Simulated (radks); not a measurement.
Question: All-electron atom: Zn in [Ar] 3d9 4s2 4p1 (not the ground configuration). Calculated with a radial shooting solver on a logarithmic mesh with Libxc functionals: scalar-relativistic Kohn-Sham, BLYP, spin-polarised, spherical densities, finite nucleus; open shells are filled with parallel spins first; Fermi nuclear charge, rms radius 3.9283 fm. Some entries of the table are withheld. Estimate them.

orbital  occ.  eigenvalue (Ry)  r(max) (bohr)
1s up       1        -700.9826        0.03291
1s down     1        -700.9810        0.03291
2s up       1        -85.88942         0.1893
2s down     1        -85.84007         0.1893
2p up       3        -74.55596         0.1521
2p down     3        -74.51790         0.1520
3s up       1        -10.17340         0.5867
3s down     1        -10.08019         0.5869
3p up       3         -6.79834         0.5899
3p down     3         -6.70709         0.5903
3d up       5         -1.36324         0.5575
3d down     4         -1.27658         0.5590
4s up       1         -0.65059          1.943
4s down     1         -0.60067          1.944
4p up       1              (1)          2.576
4p down     0              (2)          2.614

Answer: 
(1) 4p up eigenvalue (Ry): -0.20005
(2) 4p down eigenvalue (Ry): -0.15961
